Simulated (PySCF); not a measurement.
**Electron correlation in Ni (nickel, neutral)**

[Ar] 3d8 4s1 5s1, high-spin 5F determinant (an excited configuration). Calculation: PySCF 2.14, in aug-cc-pVTZ-DK (8s7p5d3f2g, 93 functions); the spin-free X2C one-electron Hamiltonian (Gaussian nucleus). Frozen: [Ar]; 10 electrons correlated.

```json
{"level": "CCSD", "correlation energy (mhartree)": "-285.35"}
{"level": "(T)", "correlation energy (mhartree)": "-8.73"}
{"level": "CCSD(T)", "correlation energy (mhartree)": "-294.08"}
```

Diagnostics: T1 = 0.016, D1 = 0.0560, largest double amplitude 0.042.

The outer electron is Rydberg-like, and this basis confines it to a smaller radius and binds it less than a complete one would.

Cost of the coupled-cluster step: roughly 21 core-seconds, for 10 correlated electrons.

Iterations:

```
CC2 = 0
CCSD nocc = (np.int64(7), np.int64(3)), nmo = (84, 84)
frozen orbitals [[0, 1, 2, 3, 4, 5, 6, 7, 8], [0, 1, 2, 3, 4, 5, 6, 7, 8]]
max_cycle = 100
direct = 0
conv_tol = 1e-08
conv_tol_normt = 1e-06
diis_space = 8
diis_start_cycle = 0
Init t2, MP2 energy = -0.297320262211505
Init E_corr(UCCSD) = -0.297320262213134
cycle = 1  E_corr(UCCSD) = -0.278365759709182  dE = 0.0189545025  norm(t1,t2) = 0.062551
cycle = 2  E_corr(UCCSD) = -0.285155603518403  dE = -0.00678984381  norm(t1,t2) = 0.0239246
cycle = 3  E_corr(UCCSD) = -0.284469459348938  dE = 0.000686144169  norm(t1,t2) = 0.0128237
cycle = 4  E_corr(UCCSD) = -0.285321100681294  dE = -0.000851641332  norm(t1,t2) = 0.00660207
cycle = 5  E_corr(UCCSD) = -0.285393203215947  dE = -7.21025347e-05  norm(t1,t2) = 0.00101386
cycle = 6  E_corr(UCCSD) = -0.285348176496296  dE = 4.50267197e-05  norm(t1,t2) = 0.000361904
cycle = 7  E_corr(UCCSD) = -0.285342785646306  dE = 5.39084999e-06  norm(t1,t2) = 0.00011373
cycle = 8  E_corr(UCCSD) = -0.285348240532355  dE = -5.45488605e-06  norm(t1,t2) = 5.14579e-05
cycle = 9  E_corr(UCCSD) = -0.285348516126398  dE = -2.75594042e-07  norm(t1,t2) = 1.95833e-05
cycle = 10  E_corr(UCCSD) = -0.285348140774529  dE = 3.75351868e-07  norm(t1,t2) = 8.44714e-06
cycle = 11  E_corr(UCCSD) = -0.2853481702336  dE = -2.94590704e-08  norm(t1,t2) = 8.43531e-06
cycle = 12  E_corr(UCCSD) = -0.285348410857918  dE = -2.40624318e-07  norm(t1,t2) = 1.22713e-05
cycle = 13  E_corr(UCCSD) = -0.285348364077959  dE = 4.67799594e-08  norm(t1,t2) = 4.08998e-06
cycle = 14  E_corr(UCCSD) = -0.285348331196981  dE = 3.28809777e-08  norm(t1,t2) = 1.96503e-06
cycle = 15  E_corr(UCCSD) = -0.285348334044704  dE = -2.84772234e-09  norm(t1,t2) = 9.26089e-07
UCCSD converged
E(UCCSD) = -1519.214938089916  E_corr = -0.2853483340447036
UCCSD(T) correction = -0.0087266647129632
```
